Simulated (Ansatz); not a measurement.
GeH5N2 (`[NH][GeH2][NH2]`) radical at its PBE0-D4/def2-TZVP geometry, where that method's forces vanish. Total charge 0; spin multiplicity 2.

```xyz
8

N    -1.1699   -0.7380   -1.1279
Ge   -0.2740    0.3946    0.0467
N     1.1195   -0.6141    0.6682
H    -2.0904   -0.3419   -1.3446
H     0.1170    1.6421   -0.7898
H    -1.1111    0.8259    1.2664
H     1.6934   -1.0126   -0.0623
H     1.7154   -0.1562    1.3432
```

Question: What forces (eV/Å) does ωB97M-V/def2-TZVPP give on these atoms in Ansatz? (Best estimate.)

Answer: Computed: 
```
N1  -0.106  0.058 -0.007
Ge2 -0.042  0.163  0.040
N3   0.047  0.016 -0.015
H4   0.081 -0.059  0.002
H5  -0.024 -0.110  0.067
H6   0.056 -0.043 -0.102
H7  -0.006  0.007  0.039
H8  -0.006 -0.033 -0.024
```
